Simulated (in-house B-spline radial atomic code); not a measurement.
Pr²⁴⁺: [He] 2s2 (2p1/2)1 (2p3/2)4 3s2 3p6 3d10 4s2 (4p1/2)2 (4p3/2)3 4d1 (with a hole in an inner shell)

All numbers are computed (Dirac-Hartree-Fock, average of the jj configuration; Fermi nucleus of rms radius 4.8919 fm) with a radial B-spline atomic code at the basis-set limit, not measured.

Z_r = [3n² - l(l+1)]/(2<r>); Z_e = n√(-2ε); the last column is Slater's effective charge. Values are occupation-weighted means over j. An effective charge above Z reflects the relativistic contraction of the inner shells.

```
shell  electrons   ε (eV)  <r> (bohr)    Z_r    Z_e  Slater
   1s          2   -43238     0.02407  62.32  56.37   58.70
   2s          2  -7777.5      0.1018  58.92  47.82   55.20
   2p          5  -7027.3     0.09045  55.28  45.45   55.20
   3s          2  -2292.7      0.2652  50.90  38.94   48.60
   3p          6  -2059.8       0.262  47.70  36.91   48.60
   3d         10  -1731.4      0.2383  44.06  33.84   38.85
   4s          2  -955.12      0.5631  42.62  33.51   32.60
   4p          5  -868.59      0.5776  39.82  31.96   32.60
   4d          1  -749.47      0.5886  35.68  29.69   25.00
```

The least bound orbital is 4d5/2 at -746.9 eV, and it is also the most diffuse (<r> = 0.5906 bohr). The part-filled 2p shell lies below the filled 4s shell in orbital energy.

For the 1s electron the small component carries 4.78 % of the norm, the zero-frequency Breit interaction raises the level by 110 eV, self-energy by 67.96 eV, and vacuum polarisation lowers it by 10.28 eV.
